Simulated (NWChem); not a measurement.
## Basis-set dependence for C2H4F

```xyz
7

C     -1.1510     0.1709    -0.2978
C      0.3069     0.3776    -0.2069
F      0.9915    -0.5555     0.4627
H     -1.6017     0.9251    -0.9587
H     -1.6495     0.2458     0.6898
H     -1.3832    -0.8289    -0.7001
H      0.7759     1.3668    -0.1667
```
Charge 0, spin multiplicity 2.

Everything below was run with NWChem. All single points use one geometry, from UPBE0/def2-SVP, a minimum by its harmonic frequencies.

Hartree-Fock energies in Ha, correlation energies in mHa.

The correlated methods keep 3 core orbitals frozen. The structure started from a generated list of species. The stability of the SCF solutions was not checked. Open-shell Hartree-Fock references start from PBE0 orbitals. No row is a measurement; the coupled-cluster row has its own basis-set and correlation limits.

```json
[
 {"basis": "STO-3G", "functions": "19", "UHF": "-175.12106", "UMP2": "-105.3", "SCS-UMP2": "-115.8", "CCSD on ROHF": "-146.5", "CCSD[T] on ROHF": "-149.0", "CCSD(T) on ROHF": "-148.6", "CCSD on UHF": "-143.6", "CCSD[T] on UHF": "-146.0", "CCSD(T) on UHF": "-145.6"},
 {"basis": "def2-SVP", "functions": "62", "UHF": "-177.31340", "UMP2": "-442.6", "SCS-UMP2": "-437.1", "CCSD on ROHF": "-480.0", "CCSD[T] on ROHF": "-491.7", "CCSD(T) on ROHF": "-490.7", "CCSD on UHF": "-476.0", "CCSD[T] on UHF": "-487.4", "CCSD(T) on UHF": "-486.5"},
 {"basis": "def2-TZVP", "functions": "117", "UHF": "-177.52554", "UMP2": "-556.6", "SCS-UMP2": "-551.2", "CCSD on ROHF": "not run", "CCSD[T] on ROHF": "not run", "CCSD(T) on ROHF": "not run", "CCSD on UHF": "not run", "CCSD[T] on UHF": "not run", "CCSD(T) on UHF": "not run"}
]
```

From def2-SVP to def2-TZVP the Hartree-Fock energy moves by -212.1 mHa and the UMP2 correlation energy by -114.0 mHa, which is 20 % of its value in the larger set.
